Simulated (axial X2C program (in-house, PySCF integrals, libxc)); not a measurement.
Testing model relations on SeS⁻

A bond curve at the PBE0 level, 2c, was computed with an axial X2C code built on PySCF integrals (basis Se dyall-acv3z [9s10p7d5f1g], S dyall-av3z [9s8p3d2f] (cores contracted in-house)) for the state Ω = 3/2 (⟨Sz⟩ = 0.50, ⟨Lz⟩ = 1.00 at PBE0). Its fit gives Re = 2.1441 Å, ωe = 464.3 cm⁻¹, ωexe = 1.45 cm⁻¹ and αe = 7.193e-04 cm⁻¹; the masses are 79.9165 and 31.9721 u. Two-component means X2C with spin–orbit coupling and atomic mean-field Coulomb and Gaunt terms.

Task: Find the reduced mass, Be and the force constant.

Result: From the PBE0 values: μ = 22.8361 u. Be = 16.8576/(μ Re²) = 0.1606 cm⁻¹. k = 5.8918×10⁻⁷ μ ωe² = 2.9 mdyn/Å.

Task: Estimate the centrifugal constant by the Kratzer relation.

Result: D = 4Be³/ωe² = 7.68e-08 cm⁻¹.

Task: Where do the fundamental and the first overtone lie?

Result: ν(1←0) = ωe − 2ωexe = 461.4 cm⁻¹; ν(2←0) = 2ωe − 6ωexe = 919.9 cm⁻¹.

Task: A Morse curve ties αe to the other constants (Pekeris). How well does that hold?

Result: αe(Morse) = 6Be²/ωe × (√(ωexe/Be) − 1) = 6.681e-04 cm⁻¹; the PBE0 curve gives 7.193e-04 cm⁻¹, a ratio of 0.93.

Task: Estimate De from a Morse curve and compare with the computed well depth of 3.674 eV to Se + S-.

Result: De(Morse) = ωe²/(4ωexe) = 4.608 eV against 3.674 eV computed, a ratio of 1.25. The extrapolation overshoots: the well softens faster than a Morse curve, or the lowest atomic limit lies below the one to which the curve heads.

The state is a single determinant with fixed occupations, the lowest that a limited PBE0 search found. Dissociation energies refer to the lowest single-determinant-based atoms at the same level and basis. Density functionals use the spin component along the axis (collinear). The 2c atoms are single determinants rather than J levels; their spin–orbit lowering is only partly caught, and De is too large by that part. This holds for PBE0. Without a current term, density functionals place determinants with orbital angular momentum somewhat too high. The highest occupied level of some functionals is positive through self-interaction error; at Hartree–Fock it is bound.
